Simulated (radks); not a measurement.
Results of a calculation; reference values are marked as such.
The indium ion In34+, configuration [Ne] 3s2 3p3.

Level of theory: scalar-relativistic Kohn-Sham, BLYP, spin-polarised, spherical densities, finite nucleus; open shells are filled with parallel spins first (spin-orbit coupling, left out, can overturn this in heavy ions); Fermi nuclear charge, rms radius 4.6156 fm (a radial shooting solver on a logarithmic mesh with Libxc functionals).

Energy parts (hartree):
part                        energy
total                  -4957.89994
kinetic                 5202.69028
electron-nucleus      -10788.90596
Hartree                  726.93715
exchange-correlation     -98.62141

Orbitals (lengths in bohr, moments of r in powers of bohr):
| orbital | occ. | eigenvalue (hartree) | <r> |
|---|---|---|---|
| 1s up | 1 | -1090.233 | 0.02971 |
| 1s down | 1 | -1089.999 | 0.02970 |
| 2s up | 1 | -220.1310 | 0.1269 |
| 2s down | 1 | -219.9525 | 0.1268 |
| 2p up | 3 | -205.1800 | 0.1105 |
| 2p down | 3 | -204.9301 | 0.1105 |
| 3s up | 1 | -84.83583 | 0.3107 |
| 3s down | 1 | -84.04048 | 0.3114 |
| 3p up | 3 | -80.09661 | 0.3014 |
| 3p down | 0 | -79.30100 | 0.3020 |

The highest occupied level is 3p up at -2179.5 eV. Summed over all electrons, <r^2> = 0.6634 bohr^2, which gives a Langevin (diamagnetic) susceptibility term of -0.525 x 10^-6 cm^3/mol.
